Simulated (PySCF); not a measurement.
CH5Ga, SMILES [CH3][GaH2]. Heavy atoms are numbered as in [GaH2:1][CH3:4]. Hydrogens are named by the atom that carries them.

The structure is a stationary point at TPSSh-D3(BJ)/def2-TZVP.

These are PBE0/pcSseg-2 (PySCF) values and carry that method's errors.

GIAO shieldings, no solvent; atoms alike by connectivity are averaged. δ = σ(ref) − σ: ¹H against TMS (σ = 31.54 ppm); ¹³C against TMS (σ = 186.1 ppm), references at their B3LYP-D3(BJ)/def2-TZVP geometries, non-relativistic.

```tsv
nucleus	atoms	count	δ (ppm)
¹H	H on Ga1	2	6.66
¹H	H on C4	3	0.39
¹³C	C4 (CH3)	1	1.1
```
